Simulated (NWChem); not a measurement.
The numbers come from NWChem runs, not from measurements. System: CH3Li, charge 1, spin multiplicity 2, at the geometry of a parent with another charge or spin, in a state set for the comparison that need not be this species' ground state. Its SCF solution wasn't tested for a lower state. Level: UCAM-B3LYP/def2-TZVP.

Part of the output:

```
             Northwest Computational Chemistry Package (NWChem) 7.3.0
             --------------------------------------------------------

                                NWChem Input Module
                                -------------------

 Scaling coordinates for geometry "geometry" by  1.889725989
 (inverse scale =  0.529177249)

 Turning off AUTOSYM since
 SYMMETRY directive was detected!

                             Geometry "geometry" -> ""
                             -------------------------

 Output coordinates in angstroms (scale by  1.889725989 to convert to a.u.)

  No.       Tag          Charge          X              Y              Z
 ---- ---------------- ---------- -------------- -------------- --------------
    1 Li                   3.0000     0.92872300    -1.29073900     0.00000000
    2 C                    6.0000    -0.22310600     0.31007500     0.00000000
    3 H                    1.0000    -0.89485700     0.37388600     0.87987900
    4 H                    1.0000    -0.89485700     0.37388600    -0.87987900
    5 H                    1.0000     0.34218000     1.26399400     0.00000000

 Effective nuclear repulsion energy (a.u.)      16.1392696152

            Nuclear Dipole moment (a.u.)
            ----------------------------
        X                 Y               Z
 ---------------- ---------------- ----------------
    -0.0000018897    -0.0000018897     0.0000000000

      Symmetry information
      --------------------

 Group name             Cs
 Group number              2
 Group order               2
 No. of unique centers     4

      Symmetry unique atoms

     1    2    3    5


 Summary of "ao basis" -> "" (spherical)
 ------------------------------------------------------------------------------
       Tag                 Description            Shells   Functions and Types
 ---------------- ------------------------------  ------  ---------------------
 *                         def2-tzvp                  on all atoms

                                 NWChem DFT Module
                                 -----------------

 Summary of "ao basis" -> "ao basis" (spherical)
 ------------------------------------------------------------------------------
       Tag                 Description            Shells   Functions and Types
 ---------------- ------------------------------  ------  ---------------------
 Li                        def2-tzvp                 8       14   5s3p
 C                         def2-tzvp                11       31   5s3p2d1f
 H                         def2-tzvp                 4        6   3s1p

 Summary of "ao basis" -> "ao basis" (spherical)
 ------------------------------------------------------------------------------
       Tag                 Description            Shells   Functions and Types
 ---------------- ------------------------------  ------  ---------------------
 Li                        def2-tzvp                 8       14   5s3p
 C                         def2-tzvp                11       31   5s3p2d1f
 H                         def2-tzvp                 4        6   3s1p

      Symmetry analysis of basis
      --------------------------

        a'         43
        a"         20

  int_init: cando_txs set to always be  F

            General Information
            -------------------
          SCF calculation type: DFT
          Wavefunction type:  spin polarized.
          No. of atoms     :     5
          No. of electrons :    11
           Alpha electrons :     6
            Beta electrons :     5
          Charge           :     1
          Spin multiplicity:     2
          Use of symmetry is: on ; symmetry adaption is: on
          Maximum number of iterations: 100
          This is a Direct SCF calculation.
          AO basis - number of functions:    63
                     number of shells:    31
          Convergence on energy requested:  1.00D-06
          Convergence on density requested:  1.00D-05
          Convergence on gradient requested:  5.00D-04

              XC Information
              --------------
                     Hartree-Fock (Exact) Exchange  1.000
                   CAM-Becke88 Exchange Functional  1.000
[...]
    53      0.085659  4 H  s                 35     -0.040497  2 C  d -1
    46     -0.039645  3 H  s                 52      0.039645  4 H  s

 Vector    9  Occ=0.000000D+00  E=-1.370777D-01  Symmetry=a'
              MO Center=  8.9D-01, -1.3D+00, -6.2D-17, r^2= 4.9D+00
   Bfn.  Coefficient  Atom+Function         Bfn.  Coefficient  Atom+Function
  ----- ------------  ---------------      ----- ------------  ---------------
     9      0.728878  1 Li px                10      0.524444  1 Li py
    60     -0.292995  5 H  s                  6      0.168524  1 Li px
    48      0.146491  3 H  s                 54      0.146491  4 H  s
     7      0.121257  1 Li py                26      0.108519  2 C  px
    59     -0.098910  5 H  s                 27      0.078089  2 C  py

                     DFT Final Beta Molecular Orbital Analysis
                     -----------------------------------------

 Vector    3  Occ=1.000000D+00  E=-9.597246D-01  Symmetry=a'
              MO Center= -3.5D-01,  4.8D-01,  3.6D-18, r^2= 9.6D-01
   Bfn.  Coefficient  Atom+Function         Bfn.  Coefficient  Atom+Function
  ----- ------------  ---------------      ----- ------------  ---------------
    18      0.351523  2 C  s                 17      0.313425  2 C  s
    16     -0.199355  2 C  s                 19      0.120900  2 C  s
    47      0.104130  3 H  s                 53      0.104130  4 H  s
    59      0.104129  5 H  s                 15     -0.094554  2 C  s
    46      0.094443  3 H  s                 52      0.094443  4 H  s

 Vector    4  Occ=1.000000D+00  E=-6.745916D-01  Symmetry=a"
              MO Center= -5.1D-01,  3.3D-01, -1.4D-10, r^2= 1.2D+00
   Bfn.  Coefficient  Atom+Function         Bfn.  Coefficient  Atom+Function
  ----- ------------  ---------------      ----- ------------  ---------------
    22      0.336002  2 C  pz                25      0.257899  2 C  pz
    47      0.206691  3 H  s                 53     -0.206691  4 H  s
    28      0.146436  2 C  pz                46      0.146506  3 H  s
    52     -0.146506  4 H  s                 48      0.053271  3 H  s
    54     -0.053271  4 H  s

 Vector    5  Occ=1.000000D+00  E=-6.745907D-01  Symmetry=a'
              MO Center= -1.5D-01,  5.9D-01,  1.4D-10, r^2= 1.2D+00
   Bfn.  Coefficient  Atom+Function         Bfn.  Coefficient  Atom+Function
  ----- ------------  ---------------      ----- ------------  ---------------
    20      0.272735  2 C  px                59      0.238667  5 H  s
    23      0.209338  2 C  px                21      0.196247  2 C  py
    58      0.169171  5 H  s                 24      0.150630  2 C  py
    26      0.118864  2 C  px                47     -0.119333  3 H  s
    53     -0.119333  4 H  s                 27      0.085530  2 C  py

 Vector    6  Occ=0.000000D+00  E=-3.269949D-01  Symmetry=a'
              MO Center= -1.0D-02,  1.4D-02,  7.8D-16, r^2= 1.6D+00
   Bfn.  Coefficient  Atom+Function         Bfn.  Coefficient  Atom+Function
  ----- ------------  ---------------      ----- ------------  ---------------
    19      0.285991  2 C  s                 21     -0.262228  2 C  py
    27     -0.252708  2 C  py                24     -0.244906  2 C  py
    20      0.188686  2 C  px                26      0.181835  2 C  px
    23      0.176222  2 C  px                 4      0.122836  1 Li s
    18      0.116595  2 C  s                  2     -0.114352  1 Li s

 Vector    7  Occ=0.000000D+00  E=-1.912578D-01  Symmetry=a'
              MO Center=  1.3D+00, -1.8D+00,  4.4D-15, r^2= 4.6D+00
   Bfn.  Coefficient  Atom+Function         Bfn.  Coefficient  Atom+Function
  ----- ------------  ---------------      ----- ------------  ---------------
     4      0.695312  1 Li s                 19     -0.516125  2 C  s
     5      0.490486  1 Li s                 10     -0.142045  1 Li py
     2     -0.122996  1 Li s                 48      0.123132  3 H  s
    54      0.123132  4 H  s                 60      0.123128  5 H  s
    18     -0.118837  2 C  s                  9      0.102204  1 Li px

 Vector    8  Occ=0.000000D+00  E=-1.371759D-01  Symmetry=a'
              MO Center=  9.2D-01, -1.3D+00, -2.6D-16, r^2= 5.0D+00
   Bfn.  Coefficient  Atom+Function         Bfn.  Coefficient  Atom+Function
  ----- ------------  ---------------      ----- ------------  ---------------
     9      0.743215  1 Li px                10      0.534753  1 Li py
    60     -0.236092  5 H  s                  6      0.168247  1 Li px
     7      0.121057  1 Li py                48      0.118045  3 H  s
    54      0.118045  4 H  s                 59     -0.093097  5 H  s
    26      0.068513  2 C  px                27      0.049301  2 C  py

   alpha - beta orbital overlaps
   -----------------------------

   alpha      1      2      3      4      5      6      7      8      9     10
    beta      1      2      3      4      5      6      7      9      8     10
 overlap   1.000  1.000  0.997  1.000  1.000  0.978  0.990  0.999  0.999  0.999

   alpha     11     12     13     14     15     16     17     18     19     20
    beta     13     12     11     14     15     16     17     18     19     20
 overlap   0.999  0.999  0.998  0.987  1.000  1.000  0.989  0.990  0.994  0.994

   alpha     21     22     23     24     25     26     27     28     29     30
    beta     21     22     23     24     25     26     27     28     29     30
 overlap   0.992  0.992  0.995  0.999  0.996  0.996  0.998  0.999  0.999  0.997

   alpha     31     32     33     34     35     36     37     38     39     40
    beta     31     32     33     34     37     35     36     38     39     40
 overlap   1.000  1.000  0.999  1.000  0.997  1.000  1.000  1.000  1.000  1.000

   alpha     41     42     43     44     45     46     47     48     49     50
    beta     41     42     43     44     45     46     47     48     49     50
 overlap   0.999  1.000  1.000  0.999  0.999  0.969  0.972  0.998  0.998  0.999

   alpha     51     52     53     54     55     56     57     58     59     60
    beta     51     52     53     55     54     56     57     58     59     60
 overlap   0.999  1.000  0.997  0.999  0.999  1.000  1.000  1.000  1.000  1.000

   alpha     61     62     63
    beta     61     62     63
 overlap   1.000  1.000  1.000

     --------------------------
     Expectation value of S2:
     --------------------------
      <S2> =      0.7522 (Exact =     0.7500)

 center of mass
 --------------
 x =   0.20404962 y =  -0.28358713 z =   0.00000000

 moments of inertia (a.u.)
 ------------------
          56.417707480898          32.574768358643           0.000000000000
          32.574768358643          34.583610503183           0.000000000000
           0.000000000000           0.000000000000          79.856096711645

     Multipole analysis of the density
     ---------------------------------

     L   x y z        total         alpha         beta         nuclear
     -   - - -        -----         -----         ----         -------
     0   0 0 0      1.000000     -6.000000     -5.000000     12.000000

     1   1 0 0      1.233686      0.649550      0.584138     -0.000002
     1   0 1 0     -1.714582     -0.902752     -0.811829     -0.000002
     1   0 0 1     -0.000000      0.000000     -0.000000      0.000000

     2   2 0 0     -2.404213    -10.020412     -8.828061     16.444259
     2   1 1 0     -4.556222      5.637279      4.976131    -15.169632
     2   1 0 1      0.000000     -0.000000      0.000000      0.000000
     2   0 2 0      0.649700    -13.798952    -12.163501     26.612153
     2   0 1 1      0.000000      0.000000      0.000000      0.000000
     2   0 0 2     -5.682531     -5.964249     -5.247626      5.529344

 Task  times  cpu:        4.2s     wall:        4.2s

 Total times  cpu:        4.3s     wall:        4.3s
```

Q: Write an NWChem input that would produce this output.

A: One answer among several that fit: 
```
start mol
memory heap 200 mb stack 900 mb global 1100 mb
charge 1
geometry units angstroms nocenter noautoz
  Li     0.928723    -1.290739     0.000000
  C     -0.223106     0.310075     0.000000
  H     -0.894857     0.373886     0.879879
  H     -0.894857     0.373886    -0.879879
  H      0.342180     1.263994     0.000000
  symmetry group Cs
end
basis spherical
  * library def2-tzvp
end
dft
  xc xcamb88 1.00 lyp 0.81 vwn_5 0.19 hfexch 1.00
  cam 0.33 cam_alpha 0.19 cam_beta 0.46
  odft
  mult 2
  direct
  iterations 100
end
task dft energy
```
